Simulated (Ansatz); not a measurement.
Program: Ansatz. Geometries: PBE0-D4/def2-TZVP. ΔE: electronic, gas phase. CCSD(T)/CBS adds triple-zeta CCSD(T) − MP2 to the extrapolated MP2 energy (def2 sets, frozen cores). DFT in def2-TZVPP. Elements past krypton have def2 core potentials. For Sn outer-core shells are correlated without core-valence functions, which leaves a few kJ/mol of doubt a bond. Each species was taken in one conformer, which may not be the lowest.

`[SiH3][O][Sn][O][SiH3]` + `C=C=C[SiH3]` → `[SiH3]C=C=C[SiH3]` + `[OH][Sn][O][SiH3]`  (formal exchange of groups at the Si–O bond)

Problem. Is it downhill or uphill in electronic energy at CCSD(T)/CBS, and by how much? (An estimate is asked.)

Solution. Ansatz gave: Uphill: ΔE = +21.5 kcal/mol.

Problem. What do these levels give: r2SCAN0-D4, CAM-B3LYP-D4, revPBE, r2SCANh, LC-ωPBE, HF/def2-TZVPP? (An estimate is asked.)

Solution. Computed: r2SCAN0-D4 20.8, CAM-B3LYP-D4 22.6, revPBE 16.6, r2SCANh 20.2, LC-ωPBE 19.9, HF/def2-TZVPP 25.9 kcal/mol.

Problem. What do rigid-rotor, harmonic-oscillator terms from PBE0-D4/def2-TZVP frequencies (298.15 K, 1 bar) make of the CCSD(T)/CBS value? (Estimate.)

Solution. Computed: ΔZPE = -0.2 kcal/mol, ΔH = +21.1 kcal/mol, ΔS = -6 J/(mol·K), ΔG = +21.6 kcal/mol.

Largest T1 diagnostic among the species: 0.016.

Leaving LDA and LC-ωPBE aside and taking each functional with its dispersion term where it has one, the values, not all of them listed here, spread over 7.1 kcal/mol, from revPBE-D4 to BHLYP-D4. In def2-TZVPP, CCSD(T) changes the Hartree–Fock value by −4.6 kcal/mol (the triples alone add −0.9 kcal/mol) and MP2 by −5.1 kcal/mol.
